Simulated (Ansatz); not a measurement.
```xyz
8

B     0.0069    0.0010   -0.9084
N     0.0040    0.0045    0.7275
H     0.0094   -1.1785   -1.2389
H    -1.0211    0.5900   -1.2517
H     1.0262    0.5832   -1.2358
H    -0.0033    0.9484    1.0798
H    -0.8286   -0.4726    1.0804
H     0.8307   -0.4719    1.0950
```

Basis set: def2-TZVP (spherical functions). Correlated methods keep 2 orbitals frozen. Charge 0, multiplicity 1.

Computed with Ansatz (development build ahead of 0.2.0); each method stands on the lowest determinant of its kind that the runs found. Restricted open shells among the atoms or ions are ROHF, correlated in semicanonical orbitals with singles.

Q: Give the atomization energy at this shape (free ground-state atoms in the same class of orbitals less the molecule, no zero-point energy) of singlet BNH₆ by RHF-MP2, RHF.

A:

```
 method  atomization energy
RHF-MP2       2442.4 kJ/mol
    RHF       1903.3 kJ/mol
```
